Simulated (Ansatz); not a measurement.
Cost and result for the atomization energy of C3H5F3O, SMILES `CC(F)(F)OCF` (12 atoms, 11 bonds).

```tsv
atom	x (Å)	y (Å)	z (Å)
C1	-1.649	-0.234	-0.710
C2	-0.168	-0.204	-0.490
F3	0.341	-1.459	-0.427
F4	0.464	0.377	-1.550
O5	0.127	0.490	0.652
C6	1.457	0.489	1.062
F7	1.671	-0.520	1.956
H8	-1.860	-0.772	-1.633
H9	-2.025	0.785	-0.784
H10	-2.126	-0.739	0.129
H11	1.629	1.436	1.574
H12	2.138	0.351	0.220
```

Charge 0, multiplicity 1. All single points use the PBE0-D4/def2-TZVP geometry. It is one conformer, not always the lowest. Program: Ansatz. All runs use 4 threads of an Arm Neoverse V1 on a shared host. Times are those of one run each, without the atoms' runs, and a repeat can differ threefold. Electronic energies, without spin–orbit coupling; frozen cores. CCSD(T)/CBS adds CCSD(T) − MP2 in def2-TZVPP to the MP2 limit, and its time is that of the two runs behind it. T1 = 0.012. B3LYP takes the VWN-RPA correlation (the form of Gaussian; ORCA's B3LYP/G).

CCSD(T)/CBS is a level of theory with its own doubt, some kJ/mol a heavy atom from the limit and from the frozen cores, so smaller differences don't rank the functionals.

```csv
level,functions,wall time,atomization (kcal/mol),difference from CCSD(T)/CBS,per bond
LDA (SPW92)/def2-TZVPP,287,1.8 s,1362.4,213.2,19.4
BLYP-D4/def2-TZVPP,287,2.9 s,1150.7,1.5,0.1
PBE-D4/def2-TZVPP (with forces),287,3.5 s,1188.8,39.6,3.6
PBE0-D4/def2-TZVPP,287,5.5 s,1154.8,5.6,0.5
r2SCAN-D4/def2-TZVPP (with forces),287,6.5 s,1155.7,6.5,0.6
B3LYP-D4/def2-TZVPP (with forces),287,8 s,1144.4,-4.8,-0.4
r2SCANh-D4/def2-TZVPP,287,8 s,1144.3,-4.9,-0.4
B2PLYP/def2-TZVPP,287,11 s,1136.4,-12.8,-1.2
ωB97M-V/def2-TZVPP (with forces),287,20 s,1154.1,4.9,0.4
CCSD(T)/def2-SVP,123,24 s,1097.7,-51.5,-4.7
MP2/def2-QZVPP,549,58 s,1171.1,21.9,2.0
CCSD(T)/def2-TZVPP,287,13 min,1119.4,-29.8,-2.7
CCSD(T)/CBS(def2),–,14 min,1149.2,0.0,0.0
```

From PBE to PBE0 (25 % exact exchange), in def2-TZVPP and without D4, the atomization energy moves by −33.2 kcal/mol: exact exchange takes away binding that semilocal exchange gives to molecules. The D4 term adds +7.7 kcal/mol with B3LYP and +4.0 kcal/mol with PBE0; it sums over pairs of atoms, weighted by their polarisabilities, and B3LYP, whose exchange is more repulsive, gets the larger term. Leaving LDA and LC-ωPBE aside and taking each functional with its dispersion term where it has one, the values, not all of them listed here, spread over 91.9 kcal/mol, from BHLYP-D4 to PBE-D4. LDA lies +178.4 kcal/mol from PBE without D4, its usual overbinding.
